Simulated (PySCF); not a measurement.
## State search for BeGa⁺

Unrestricted PBE0; basis Be pcseg-2, Ga pcseg-2; no relativity; PySCF 2.14. Outer shells of the fragments: Be 2s2; Ga+ 3d10 4s2.

Followed along the bond (rough minima from three points):

```tsv
2Ms+1	unpaired	⟨S²⟩ at the start	R at minimum (Å)	Te (eV)
1	none	0.00	2.81	0.00
3	σ ↑↑	2.00	2.68	1.65
3	σ ↑, π ↑	2.01	2.26	1.81
```

Solutions found at the starting distance of 2.265 Å, counted from the lowest of them; the search is not exhaustive and high or unbound solutions are not listed, so other states can lie among these:

```
2Ms+1  unpaired   term  E (eV)  ⟨S²⟩  ⟨Lz²⟩  μ (D)
    1      none    ¹Σ⁺    0.00  0.00   0.00  -4.27
    3  σ ↑, π ↑     ³Π    1.36  2.01   1.00  -4.05
    3      σ ↑↑    ³Σ⁺    1.44  2.00   0.00  -1.64
    1  σ ↑, π ↓  mixed    1.85  1.01   1.00  -4.27
    3      π ↑↑    ³Σ⁻    3.90  2.02   0.00  -3.93
    1      π ↑↓  mixed    4.12  1.00   2.01  -4.04
    1      none  mixed    4.70  0.02   2.00  -4.04
    3      π ↑↑  mixed    6.10  2.01   2.01  -4.62
    3  σ ↑, δ ↑     ³Δ    9.82  2.01   4.00  -6.80
```

A term symbol is given only where ⟨S²⟩ and ⟨Lz²⟩ are close to those of a pure state; real π, δ and φ orbitals otherwise mix terms. A positive dipole points towards Ga; it is taken about the centre of mass and depends on that origin.

Compare the gap between the two lowest followed solutions at the starting distance with the gap between their minima.

At PBE0 the second solution (triplet, unpaired electrons σ ↑↑) lies +1.44 eV from the first (singlet, closed shell) at 2.265 Å and +1.65 eV at the minima; the two curves relax by different amounts, since their minima lie near 2.68 and 2.81 Å.

Counting both spins, an empty level lies below a filled one in some of these solutions, because spin and occupation are held.
